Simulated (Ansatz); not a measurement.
`[OH][In]([SH])[Br]` and `[CH3][In]([OH])[Br]` differ in one atom or group.

Ansatz, PBE0-D4/def2-TZVP geometries, multiplicity 1. Each molecule was computed in one conformer, which needn't be the lowest.

Elements past krypton have def2 core potentials. Scalar relativity is left out up to krypton.

| property | `[OH][In]([SH])[Br]` |
| --- | --- |
| HOMO energy (ωB97M-V/def2-TZVPP) / eV | -10.23 |
| HOMO energy (PBE/def2-TZVPP) / eV | -6.77 |
| LUMO energy (B3LYP/def2-TZVPP) / eV | -2.48 |
| HOMO–LUMO gap (ωB97M-V/def2-TZVPP) / eV | 9.94 |
| LUMO energy (PBE/def2-TZVPP) / eV | -3.02 |
| HOMO–LUMO gap (PBE/def2-TZVPP) / eV | 3.75 |

Question: Give the same properties after the change, and the shifts. (An estimate is asked.)

Answer: The calculation gave: 
```tsv
property	`[CH3][In]([OH])[Br]`	shift
HOMO energy (ωB97M-V/def2-TZVPP) / eV	-10.22	0.01
HOMO energy (PBE/def2-TZVPP) / eV	-6.71	0.06
LUMO energy (B3LYP/def2-TZVPP) / eV	-1.66	0.82
HOMO–LUMO gap (ωB97M-V/def2-TZVPP) / eV	10.57	0.63
LUMO energy (PBE/def2-TZVPP) / eV	-2.20	0.82
HOMO–LUMO gap (PBE/def2-TZVPP) / eV	4.51	0.76
```

B3LYP here is the variant with VWN-RPA as its local correlation; programs differ in this.

Spin–orbit coupling is left out; it splits and shifts lone-pair levels of the heavy atoms by tenths of an eV.
